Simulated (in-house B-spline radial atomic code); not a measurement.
Computed with a B-spline radial atomic code. Model: two electrons, singlet ground state, non-relativistic, full CI in B-splines with partial waves to l = 8 (at full coupling up to 3e-4 hartree above the limit, correlation up to 0.6 % small), density held at that of full coupling by Lieb maximisation.

Along the adiabatic connection the electron repulsion is scaled by a coupling λ while a local potential keeps the density fixed. At λ = 0 the system is the Kohn-Sham one and W equals the exchange energy; the exchange-correlation energy is the area under W between 0 and 1. The kinetic energy rises with λ as the electrons avoid each other, with dT/dλ = −λ dW/dλ.

Command:
```bash
python run_ac.py task.json out
```
Settings (lengths in bohr, energies in hartree):
```
potential              coulomb
strength               1.2
lmax                   8
```

Run time, properties included: 65 s on 1 thread of Intel(R) Xeon(R) Processor @ 2.30GHz, with other jobs on the host.

**W = mean repulsion less Hartree energy, and W of three functionals.**

Given: confinement point charge; nuclear charge 1.2; external potential -Z/r.

Computed: LDA exchange minus exact 66.903 millihartree; SCAN exchange minus exact -7.6441 millihartree.

```tsv
coupling	W xc (hartree)	W xc minus exchange (millihartree)	kinetic minus Kohn-Sham (millihartree)	LDA (PW92) W minus its exchange (millihartree)	PBE W minus its exchange (millihartree)	SCAN W minus its exchange (millihartree)
0	-0.51742	0	0	0	0	0
0.02	-0.51953	-2.107	0.02	-10.18	-1.58	-1.78
0.05	-0.52262	-5.194	0.13	-20.22	-3.99	-4.34
0.12	-0.52949	-12.07	0.71	-37.32	-9.6	-9.95
0.25	-0.54116	-23.736	2.85	-59.97	-19.57	-19.33
0.4	-0.55307	-35.644	6.71	-79.41	-30.17	-28.9
0.6	?	?	?	?	?	?
0.8	?	?	?	?	?	?
1	-0.58863	-71.203	30.78	-128.97	-63.92	-58.3
1.4	-0.60514	-87.713	50.45	-150.45	-80.85	-72.8
2	-0.62347	-106.04	81.3	-174.41	-100.9	-89.8
3	-0.64396	-126.53	131.75	-202.23	-125.34	-110.17
```

What belongs in the row 0.6?

W xc (hartree): -0.56679; W xc minus exchange (millihartree): -49.37; kinetic minus Kohn-Sham (millihartree): 13.53; LDA (PW92) W minus its exchange (millihartree): -99.5; PBE W minus its exchange (millihartree): -42.81; SCAN W minus its exchange (millihartree): -40.04.

What belongs in the row 0.8?

W xc (hartree): -0.57852; W xc minus exchange (millihartree): -61.094; kinetic minus Kohn-Sham (millihartree): 21.71; LDA (PW92) W minus its exchange (millihartree): -115.57; PBE W minus its exchange (millihartree): -53.99; SCAN W minus its exchange (millihartree): -49.74.

What is the PBE exchange minus exact?

-2.7391 millihartree.

**Energy parts, natural occupations and partial-wave weights.**

Computed: total energy -0.8422 hartree; exchange energy -0.51742 hartree; correlation energy -0.040421 hartree; kinetic part of the DFT correlation energy 0.030782 hartree; initial slope twice GL2 -0.10632 hartree; kinetic part over minus potential part 0.43231; Hartree energy 1.0348 hartree.

```tsv
natural	occupation of the shell (electrons)
s	1.9418
s	?
p	0.019275
d	0.00060468
p	0.00047693
s	0.00033277
```

What belongs in the row s?

occupation of the shell (electrons): 0.037274.

```json
{"wave": "s", "weight": "0.98971"}
{"wave": "p", "weight": "0.0098956"}
{"wave": "d", "weight": "0.00033506"}
{"wave": "f", "weight": "?"}
{"wave": "g", "weight": "9.1744e-06"}
```

What belongs in the row f?

weight: 4.1844e-05.

What is the Lieb Oxford ratio E_xc over LDA exchange?

1.2382.

What is the Kohn-Sham kinetic?

0.81137 hartree.

Half-way to full coupling W has made 60 % of its drop, against 50 % for a straight line, and second-order (GL2) theory, half the initial slope, overshoots the correlation energy by about 32 %: a marked bend. Over couplings 0 to 1 the errors in E_xc come to about +24 millihartree for LDA, +2.6 millihartree for PBE, -0.2 millihartree for SCAN, so SCAN is nearest. In LDA and PBE and SCAN the errors of exchange and correlation have opposite signs, so the sum is smaller than the larger of the two.
